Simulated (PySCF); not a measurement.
## Vibration and rotation of BiN⁺

ROHF constants of BiN⁺, doublet, unpaired electrons π ↑, a mixture of terms (⟨Lz²⟩ = 2.2) (basis Bi def2-SVPD with ECP60, N def2-SVPD; scalar-relativistic core potentials; PySCF 2.14; masses 208.9804 and 14.0031 u):

| Property | Result |
| --- | --- |
| ωe | 429.8 cm⁻¹ |
| ωexe | 1.69 cm⁻¹ |
| Be | 0.21684 cm⁻¹ |
| αe | 0.00156 cm⁻¹ |
| D (centrifugal) | 2.21e-07 cm⁻¹ |

**Question.** Give the vibrational terms G(v) and spacings up to v = 3.

**Answer.** G(v) = ωe(v+½) − ωexe(v+½)².

```csv
v,G(v) (cm⁻¹),G(v) − G(v−1),Bv (cm⁻¹)
0,214,,0.2161
1,641,426,0.2145
2,1064,423,0.2129
3,1484,420,0.2114
```

Spin–orbit coupling is left out, which matters for elements this heavy, above all for dissociation energies. UHF is strongly spin-contaminated for BiN⁺, so the ROHF reference used there is far from stable. Hartree–Fock leaves out correlation, which carries a large part of most bond energies and some tenths to 1 eV of ionisation energies. The state is the lowest determinant that a PBE0 search found; another state may lie lower at other levels.
